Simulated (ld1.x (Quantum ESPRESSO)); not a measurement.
# PBEsol TM dataset for Au, scalar-relativistic all-electron reference.

gold, norm-conserving Troullier–Martins (Kleinman–Bylander form), made with ld1.x (Quantum ESPRESSO) 7.5 (PBEsol, scalar-relativistic). Core [Xe] 4f14, reference 5d10 6s0.5 6p0 (charge +0.5). Waves: 6s (bound): rc 1.70 bohr; 6p (bound, empty): rc 2.40 bohr; 5d (bound): rc 1.45 bohr. Local part: the d channel. Core correction: a·sin(br)/r model core, default radius (core density twice the valence density).

* Cutoffs needed: 45 Ry and 80 Ry (the cutoffs (Ry, on a coarse ladder) from which the occupation-weighted sum of valence levels, in a spherical-Bessel basis at the reference potential, stays within 10 and 1 mRy of its value at 400 Ry)
* Ghost test: ghost states, extra bound levels that the all-electron valence spectrum of the same l lacks: s at -50.7 eV, p at -13.3 eV; a true bound ghost makes a file unfit for plane-wave use (spherical-Bessel basis up to 400 Ry, 20 bohr box)
* Largest excitation error: -569 meV (all-electron minus pseudo) for 5d7 6s0 6p0, out of 7 test configurations
